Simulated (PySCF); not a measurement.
# [Gd(NH2)2]+ at several levels of theory

Computed with PySCF 2.14.0 (density fitting, no spin-orbit coupling) at the geometry relaxed with r2SCAN:

```xyz
7
[Gd(NH2)2]+ (singlet in the valence; each metal's 4f electrons, 7 of them, lie in its core potential, out of spins and levels)
Gd   -1.1826    0.0357    0.0050
N     0.1259   -0.1239    1.6404
H     1.1447   -0.1695    1.5358
H    -0.0553   -0.1821    2.6469
N     0.1230    0.1004   -1.6396
H     1.1430    0.0537   -1.5438
H    -0.0576    0.1768   -2.6447
```

| level | basis | state | HOMO (eV) | gap (eV) | charge on Gd1 (e) | population of f-type functions on Gd1 (polarisation alone where 4f lies in the core) | dipole about the centre of mass (D) | largest force component (eV/Å) |
| --- | --- | --- | --- | --- | --- | --- | --- | --- |
| r2SCAN | Gd lcecp-1-SVP with ECP53, N def2-SVP, H def2-SVP | singlet | -10.53 | 3.78 | 1.21 | 0.05 | 2.72 | 0.01 |
| B3LYP | the same | singlet | -11.36 | 4.42 | 1.18 | 0.05 | 2.77 | 0.12 |
| r2SCAN | Gd lcecp-1-TZVP with ECP53, N def2-TZVP, H def2-TZVP | singlet | -10.56 | 3.86 | 1.64 | 0.05 | 3.04 | 0.32 |
| PBE0 | Gd def2-SVP with ECP28, N def2-SVP, H def2-SVP | octet | -11.46 | 3.15 | 1.36 | 6.97 | 2.26 | 1.12 |

In the lcecp rows the 4f levels are missing from HOMO and gap, and the state counts the valence alone.

HOMO and gap are taken over both spins. Charges are Mulliken's, which hang on the basis. The relaxation used the grid (50, 194), these runs (75, 302) or, all-electron (x2c bases, spin-free X2C Hamiltonian), (99, 590).

Question: A further run in the first row's basis gives HOMO (eV) -13.95, gap (eV) 9.30, charge on Gd1 (e) 1.27, population of f-type functions on Gd1 (polarisation alone where 4f lies in the core) 0.06, dipole about the centre of mass (D) 3.30, largest force component (eV/Å) 0.21. Which level was it?
A. TPSSh
B. wB97X
C. revPBE

Answer: B. The others give HOMO -10.84 eV (TPSSh); -10.29 eV (revPBE).

In the first row's basis the gap widens with exact exchange: 3.1 to 3.8 eV for revPBE, r2SCAN (none); 4.0 to 4.4 eV for TPSSh, B3LYP (a fixed share); 9.3 eV for wB97X (rising or full at long range).

No frequency check is given that shows the relaxed geometry to be a minimum. An lcecp potential fixes the number of 4f electrons, so in runs with it no electron can move into or out of that shell.

Rows with open f shells in the valence may stand above their lowest state, and their gaps can end on f levels.
